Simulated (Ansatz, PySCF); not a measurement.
Reaction (SMILES): C=CCCCCC [hept-1-ene] + 7 [H][H] (H2) → 7 C (CH4)
Each molecule is optimised on its own at B3LYP-D3(BJ)/def2-TZVP (Ansatz, an electronic-structure program), one conformer each, not searched for the lowest. Frequencies are from Ansatz or PySCF.
Geometry of the first species:
```
C
H 1 1.0944
H 1 1.0954 2 106.17
C 1 1.5257 2 109.68 3 -118.11
H 4 1.0959 1 109.30 2 -64.23
H 4 1.0960 5 106.02 1 117.73
C 4 1.5266 5 109.22 6 117.61
H 7 1.0948 4 109.15 5 64.57
H 7 1.0949 8 106.08 4 -117.49
C 7 1.5260 8 109.56 9 -118.19
H 10 1.0915 7 111.53 8 58.03
H 10 1.0927 11 107.74 7 122.12
H 10 1.0928 11 107.74 12 115.74
C 1 1.5331 2 108.96 3 117.56
H 14 1.0938 1 109.70 2 62.95
H 14 1.0966 15 106.66 1 -117.32
C 14 1.4966 15 109.67 16 -118.23
C 17 1.3268 14 125.33 15 -4.04
H 18 1.0825 17 121.76 14 -179.29
H 18 1.0846 19 116.82 17 179.82
H 17 1.0879 18 118.90 19 -0.38
```
Charge 0, spin multiplicity 1.

Wanted: energy of full hydrogenation (enthalpy at 298 K, with B3LYP-D3(BJ) rigid-rotor harmonic-oscillator terms), in eV. Cores are frozen in the correlated levels unless marked. Spin-orbit coupling is left out. No relativistic terms. CBS(X,Y): correlation extrapolated as X^-3; Hartree-Fock from the larger set. The bracket is a focal-point correction in the basis named.

RI-MP2/CBS(aug-cc-pVTZ,aug-cc-pVQZ)+[CCSD(T)-MP2]/aug-cc-pVTZ (Ansatz) gives -4.75 eV.

Question: Another calculation gave -4.99 eV. Which level was it?
A) B2PLYP/def2-TZVPD (Ansatz)
B) SVWN5/def2-TZVPD (Ansatz)
C) BHLYP/def2-TZVPD (Ansatz)
D) HSE06/def2-TZVPD (Ansatz)

Answer: A, B2PLYP/def2-TZVPD (Ansatz). The others give -4.78 (SVWN5), -5.18 (HSE06), -5.50 (BHLYP) eV.
